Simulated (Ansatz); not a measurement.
Mulliken charges of BrGaH₄O₂Si (`[OH][Ga]([Br])[O][SiH3]`) from r2SCAN/def2-TZVPP in Ansatz (PBE0-D4/def2-TZVP geometry).

```csv
atom,x (Å),y (Å),z (Å),charge (e)
O1,2.552,1.465,0.355,-0.394
Ga2,1.424,0.109,0.275,0.654
Br3,2.150,-1.993,0.656,-0.221
O4,-0.269,0.437,-0.107,-0.439
Si5,-1.668,-0.396,-0.293,0.437
H6,2.124,2.307,0.175,0.204
H7,-2.488,0.292,-1.322,-0.082
H8,-1.406,-1.795,-0.728,-0.075
H9,-2.419,-0.427,0.990,-0.085
```

Question: By hand: the dipole of these point charges (1 e Å = 4.8032 D).

Answer: Σ q r = (-0.212, 0.187, -0.072) e Å, of length 0.292 e Å = 1.40 D.

Question: How does the dipole of the full density compare? (Best estimate.)

Answer: Computed: (-0.144, 0.214, -0.055) e Å, 1.27 D; the point charges give 1.10 times that, at 14° from its direction.

Point charges leave out the atoms' own dipoles, such as those of lone pairs, and Mulliken's split depends on the basis, so the close match here is no proof of good charges.
